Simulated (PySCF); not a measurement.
Ground-state electric properties of a mixed set of molecules.

All values: CAM-B3LYP/def2-SVPD (PySCF) at PBE0-D3(BJ)/def2-SVP geometries, gas phase, one conformer each. Core orbitals are frozen in the response; Δα² is half the sum of the squared differences of the principal polarisabilities. The calculation is non-relativistic, for gallium and bromine too.

Question: Rank by dipole moment, highest first.
A. `[CH3:1][C:2](=[O:3])[O:4][CH2:5][S@@+:6]([CH3:7])[AlH3-:8]` with C1–C2–O4–C5 170°, C2–O4–C5–S6 -126°, O4–C5–S6–C7 -63°
B. BeMe(CN) (`[CH3][Be][C]#N`)
C. `[GaH2][Br]`
D. `[BH2:1][N:2]([CH3:3])[GaH2-:4][O+:5]([CH3:6])[CH3:7]` with B1–N2–Ga4–O5 74°, N2–Ga4–O5–C6 -84°
E. `[CH3:1][S@@:2](=[O:3])[c:4]1[cH:5][n:6][cH:7][n:8]1[SiH3:9]` with C1–S2–C4–C5 86°

Answer: A (4.74 D), D (4.04 D), E (3.66 D), B (3.47 D), C (1.94 D).

Question: Rank by HOMO energy, highest first.
A. `CC(=O)OC[S@@+](C)[AlH3-]`
B. `B[N](C)[GaH2-][O+](C)C`
C. `c1ncn([SiH3])c1[S@](=O)C`
D. `[CH3][Be][C]#N`
E. `[GaH2][Br]`

Answer: C (-8.36 eV), B (-8.57 eV), A (-9.06 eV), E (-9.38 eV), D (-10.85 eV).

Question: Rank by vertical ionisation energy (ΔSCF), lowest first.
A. `[GaH2][Br]`
B. `C[O+](C)[GaH2-][N](B)C`
C. `C[S@@](=O)c1cncn1[SiH3]`

Answer: C (8.97 eV), B (9.16 eV), A (10.53 eV).

All values together:

```json
{"SMILES": "C[S@@](=O)c1cncn1[SiH3]", "formula": "C4H8N2OSSi", "μ (D)": "3.66", "HOMO (eV)": "-8.36", "LUMO (eV)": "0.32", "α (Å³)": "16.02", "Δα (Å³)": "5.74", "electrons": "84", "α per electron (Å³)": "0.191", "ΔSCF removal energy (eV)": "8.97"}
{"SMILES": "[CH3][Be][C]#N", "formula": "C2H3BeN", "μ (D)": "3.47", "HOMO (eV)": "-10.85", "LUMO (eV)": "-0.52", "α (Å³)": "6.10", "Δα (Å³)": "3.12", "electrons": "26", "α per electron (Å³)": "0.235", "ΔSCF removal energy (eV)": "–"}
{"SMILES": "CC(=O)OC[S@@+](C)[AlH3-]", "formula": "C4H11AlO2S", "μ (D)": "4.74", "HOMO (eV)": "-9.06", "LUMO (eV)": "0.60", "α (Å³)": "16.15", "Δα (Å³)": "2.71", "electrons": "80", "α per electron (Å³)": "0.202", "ΔSCF removal energy (eV)": "–"}
{"SMILES": "[GaH2][Br]", "formula": "BrGaH2", "μ (D)": "1.94", "HOMO (eV)": "-9.38", "LUMO (eV)": "-1.06", "α (Å³)": "7.72", "Δα (Å³)": "3.20", "electrons": "68", "α per electron (Å³)": "0.113", "ΔSCF removal energy (eV)": "10.53"}
{"SMILES": "B[N](C)[GaH2-][O+](C)C", "formula": "C3H13BGaNO", "μ (D)": "4.04", "HOMO (eV)": "-8.57", "LUMO (eV)": "0.84", "α (Å³)": "14.17", "Δα (Å³)": "1.95", "electrons": "82", "α per electron (Å³)": "0.173", "ΔSCF removal energy (eV)": "9.16"}
```

Conformers: `[CH3:1][S@@:2](=[O:3])[c:4]1[cH:5][n:6][cH:7][n:8]1[SiH3:9]` with C1–S2–C4–C5 86°; `[CH3:1][C:2](=[O:3])[O:4][CH2:5][S@@+:6]([CH3:7])[AlH3-:8]` with C1–C2–O4–C5 170°, C2–O4–C5–S6 -126°, O4–C5–S6–C7 -63°; `[BH2:1][N:2]([CH3:3])[GaH2-:4][O+:5]([CH3:6])[CH3:7]` with B1–N2–Ga4–O5 74°, N2–Ga4–O5–C6 -84°.

A dash marks a removal energy that wasn't run or isn't settled.
